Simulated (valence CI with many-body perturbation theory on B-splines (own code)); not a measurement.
## Level structure of Os54+

Method: relativistic CI+MBPT: four valence electrons over a frozen Dirac-Fock core [Ar], radial functions for each j: 7 s, 7 p, 8 d, 6 f, 4 g, 1 h, with the one-electron correlation potential Σ1 (screened to all orders), the two-electron term Σ2, the three-electron term Σ3, Breit, model QED; selected single and double excitations, second order for the rest, scaled by the run's own slope (own B-spline code, finite nucleus).

The last digits are not significant, and no measured levels were compared; by estimate large intervals hold to a few tenths of a per cent, small ones and those within an open d or f shell to about a per cent. Excitations out of the core, of the other parity, are not computed and may begin above about 250 eV (a cautious bound); beyond it only levels of the ground parity were kept, without lifetimes. Only levels of the ground parity were solved; by the run's estimate the other parity begins above the list, which can be wrong where configurations are misplaced.

Levels 1 to 34 of 34, with energies above the lowest level, (3d3/2^4) J=0. "Leading %" is the weight of the configuration and term that name the level; weights of strongly mixed levels are sums over their largest components and can fall short. In the jj column 3d3/2^4 stands for four electrons in 3d with j = 3/2.

```csv
No.,Configuration,Term,J,E (eV),Leading %,Second component,g,Leading jj
1,3d4,3P,0,0.00,61,25 % 3d4 5D,,3d3/2^4 (99 %)
2,3d4,5D,1,73.64,56,44 % 3d4 3P,1.489,3d3/2^3 3d5/2 (99 %)
3,3d4,3F,4,85.84,28,25 % 3d4 1G,1.056,3d3/2^3 3d5/2 (99 %)
4,3d4,5D,2,89.43,31,18 % 3d4 3D,1.188,3d3/2^3 3d5/2 (96 %)
5,3d4,3F,3,92.85,31,20 % 3d4 3G,1.106,3d3/2^3 3d5/2 (97 %)
6,3d4,5D,0,156.22,67,23 % 3d4 1S,,3d3/2^2 3d5/2^2 (99 %)
7,3d4,5D,2,156.56,55,14 % 3d4 3F,1.289,3d3/2^2 3d5/2^2 (97 %)
8,3d4,3H,4,159.08,40,34 % 3d4 5D,1.136,3d3/2^2 3d5/2^2 (99 %)
9,3d4,5D,3,161.25,49,30 % 3d4 3G,1.178,3d3/2^2 3d5/2^2 (96 %)
10,3d4,3H,5,164.83,66,34 % 3d4 3G,1.077,3d3/2^2 3d5/2^2 (100 %)
11,3d4,1I,6,167.69,54,46 % 3d4 3H,1.064,3d3/2^2 3d5/2^2 (100 %)
12,3d4,3D,1,170.55,43,39 % 3d4 3P,1.056,3d3/2^2 3d5/2^2 (98 %)
13,3d4,3F,3,173.46,45,22 % 3d4 3D,1.056,3d3/2^2 3d5/2^2 (98 %)
14,3d4,3G,4,173.94,53,40 % 3d4 1G,1.026,3d3/2^2 3d5/2^2 (99 %)
15,3d4,3F,2,176.04,33,29 % 3d4 3P,1.073,3d3/2^2 3d5/2^2 (98 %)
16,3d4,3F,2,189.20,52,28 % 3d4 3P,0.964,3d3/2^2 3d5/2^2 (98 %)
17,3d4,3F,4,194.75,65,28 % 3d4 1G,1.174,3d3/2^2 3d5/2^2 (98 %)
18,3d4,1D,2,208.13,45,30 % 3d4 3P,1.114,3d3/2^2 3d5/2^2 (96 %)
19,3d4,3P,0,225.18,53,47 % 3d4 1S,,3d3/2^2 3d5/2^2 (89 %)
20,3d4,5D,4,241.91,40,24 % 3d4 3H,1.165,3d3/2 3d5/2^3 (97 %)
21,3d4,3F,3,243.38,42,32 % 3d4 5D,1.199,3d3/2 3d5/2^3 (98 %)
22,3d4,3D,1,248.76,47,29 % 3d4 3P,1.016,3d3/2 3d5/2^3 (98 %)
23,3d4,3G,5,249.51,66,34 % 3d4 3H,1.132,3d3/2 3d5/2^3 (100 %)
24,3d4,3H,6,249.98,54,46 % 3d4 1I,1.078,3d3/2 3d5/2^3 (100 %)
25,3d4,3F,2,258.28,46,38 % 3d4 3P,1.056,3d3/2 3d5/2^3 (97 %)
26,3d4,3D,3,260.30,37,31 % 3d4 1F,1.084,3d3/2 3d5/2^3 (99 %)
27,3d4,1S,0,268.36,74,21 % 3d4 3P,,3d3/2 3d5/2^3 (86 %)
28,3d4,3F,3,276.10,64,32 % 3d4 1F,1.053,3d3/2 3d5/2^3 (100 %)
29,3d4,1G,4,276.56,64,24 % 3d4 3F,1.045,3d3/2 3d5/2^3 (98 %)
30,3d4,3P,1,276.64,88,10 % 3d4 3D,1.392,3d3/2 3d5/2^3 (99 %)
31,3d4,1D,2,280.83,59,26 % 3d4 3P,1.107,3d3/2 3d5/2^3 (93 %)
32,3d4,3F,4,334.36,46,21 % 3d4 1G,1.160,3d5/2^4 (99 %)
33,3d4,1D,2,345.01,32,25 % 3d4 3D,1.112,3d5/2^4 (96 %)
34,3d4,3P,0,370.83,56,42 % 3d4 1S,,3d5/2^4 (95 %)
```

The ionisation energy to 3d3 4F_3/2 of the next ion comes out as 5281.4 eV (NIST: 5280 ± 5 eV (theoretical)). All 34 levels together are meant to be complete up to 249.55 eV.
